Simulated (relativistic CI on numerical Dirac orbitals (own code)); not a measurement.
# Cu²⁺ in a cubic cluster: 2p photoemission with charge transfer

Computed with a charge-transfer multiplet model of a cubic metal-ligand cluster with up to one ligand hole, Slater and spin-orbit integrals from Dirac-Coulomb-Breit ions, Slater integrals scaled by 0.8. The ground state mixes d9 with configurations of k ligand holes L, whose averages lie at kΔ + k(k − 1)U_dd/2; a core hole lowers each added d electron by U_cd. 20 K, Lorentzian 0.6 eV and Gaussian 0.8 eV FWHM.

Atomic integrals in eV (Slater integrals scaled, ζ unscaled), ground: F2dd 11.066, F4dd 6.905, zeta_d 0.099; with the core hole: F2dd 11.066, F4dd 6.905, zeta_d 0.138, zeta_core 13.377, F2cd 7.060, G1cd 5.412, G3cd 3.079.

Cluster parameters (eV): U_dd = 7, U_cd = 8.8, 10Dq = 0.75, 10Dq(ligand) = 1.4, V(eg) = 2.15, V(t2g) = -0.96, final-state hopping factor = 0.9.

Weights, n_d and S are thermal averages at 20 K. Binding energies count from the first peak over 30 % of the highest in each spectrum, which can be another peak from case to case. The parameters are a model scan and need not match a compound or its usual spin state. Peaks in eV (height, largest 100): 0.0 (100), 6.3 (45), 9.0 (30), 20.1 (49), 27.9 (31).

Question: Which parameters give this spectrum?
A. Δ = 0.9 eV
B. Δ = 4.9 eV
C. Δ = 1.9 eV
D. Δ = -0.1 eV
E. Δ = 2.9 eV

Answer: E. Δ = 2.9 eV; the ground state then has 9.25 d electrons and S = 0.50. The choice follows from running the model for each set and comparing peak positions and heights.
